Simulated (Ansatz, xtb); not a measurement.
## CH4FGeO+: where a starting geometry ends

The starting geometry of this gas-phase triplet was built from a drawn formula by distance geometry and a force field; its bonds are those of `C[OH+][Ge][F]`.

```yaml
atoms:
  - { symbol: C, position_ang: [-0.7514, 1.9547, 0.4069] }
  - { symbol: F, position_ang: [-1.8901, 3.4409, 3.2818] }
  - { symbol: Ge, position_ang: [-2.2390, 1.8145, 2.5860] }
  - { symbol: O, position_ang: [-0.8222, 1.2759, 1.6814] }
  - { symbol: H, position_ang: [0.0876, 1.6035, -0.1198] }
  - { symbol: H, position_ang: [-1.6860, 1.7361, -0.1153] }
  - { symbol: H, position_ang: [-0.6250, 3.0341, 0.5782] }
  - { symbol: H, position_ang: [-0.9566, 0.3030, 1.4843] }
```

Where would you expect an optimisation with r2SCAN-D4/def2-SVP to take it?

It keeps its bonds, and is `C[OH+][Ge][F]`.

The energy falls by 0.82 eV over 10 steps:

```json
{"step": "1", "E − E(last) (eV)": "0.818"}
{"step": "2", "E − E(last) (eV)": "0.214"}
{"step": "3", "E − E(last) (eV)": "0.065"}
{"step": "4", "E − E(last) (eV)": "0.030"}
{"step": "5", "E − E(last) (eV)": "0.019"}
{"step": "6", "E − E(last) (eV)": "0.009"}
{"step": "7", "E − E(last) (eV)": "0.002"}
{"step": "8", "E − E(last) (eV)": "0.000"}
{"step": "9", "E − E(last) (eV)": "0.000"}
{"step": "10", "E − E(last) (eV)": "0.000"}
```

Final geometry (Å):

```xyz
8

C    -0.7636    1.9168    0.1936
F    -1.6142    3.1067    3.9162
Ge   -2.4461    2.1548    2.7366
O    -1.1333    1.4094    1.5395
H     0.2984    1.6739    0.0587
H    -1.4015    1.4337   -0.5566
H    -0.9170    3.0005    0.2284
H    -0.9052    0.4669    1.6670
```

From the same start GFN2-xTB ends elsewhere, in pieces: CH4O + FGe.

The end wasn't checked by frequencies. Open shells are spin-unrestricted. The triplet needn't be the ground state. Run with Ansatz 0.2.0, 74 s on 2 threads of Arm Neoverse V1 (shared host).
